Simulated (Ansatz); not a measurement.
Stepwise reaction of `[SiH3][SnH2][SiH3]` with hydrogen chloride, as a gas-phase model of exchange steps in deposition or etching. ΔE in kJ/mol; ΔG adds harmonic PBE0-D4 terms to CCSD(T)/CBS, at 1 bar.

Calculated with Ansatz (gas phase, PBE0-D4/def2-TZVP geometries, no zero-point term in ΔE). CCSD(T)/CBS is the MP2 limit (def2-TZVPP, def2-QZVPP) plus CCSD(T) − MP2 in def2-TZVPP, frozen cores. This one scheme is used for every species. Functionals use def2-TZVPP. B3LYP here is the variant with VWN-RPA as its local correlation; programs differ in this. Elements past krypton have def2 core potentials. For Sn outer-core shells are correlated without core-valence functions, which leaves a few kJ/mol of doubt a bond.

```json
{"step": "2", "reaction": "`[SiH3][SnH2][Cl]` + HCl → `[Cl][SnH2][Cl]` + SiH₄", "PBE-D4": "-51.3", "B3LYP-D4": "-62.2", "ωB97M-V": "-63.4", "CCSD(T)/CBS": "-60.5", "ΔG(600 K)": "-47.0"}
```

Task: Give the row of step 1, `[SiH3][SnH2][SiH3]` + HCl → `[SiH3][SnH2][Cl]` + SiH₄. (Estimate.)

Result: Computed: 
```tsv
step	reaction	PBE-D4	B3LYP-D4	ωB97M-V	CCSD(T)/CBS	ΔG(600 K)
1	`[SiH3][SnH2][SiH3]` + HCl → `[SiH3][SnH2][Cl]` + SiH₄	-52.5	-66.5	-65.4	-61.9	-55.5
```

Task: By hand: ΔE of the 2 steps together at CCSD(T)/CBS.

Result: (-61.9) + (-60.5) = -122.4 kJ/mol, or -61.2 kJ/mol a step.

In ΔE the steps differ by no more than 1.4 kJ/mol. All are downhill at CCSD(T)/CBS. ΔG lies between -55.5 and -47.0 kJ/mol a step. PBE-D4 differs from CCSD(T)/CBS by 9.2 to 9.4 kJ/mol a step. Isolated molecules leave out the surface, adducts and barriers. Largest T1 diagnostic: 0.013.
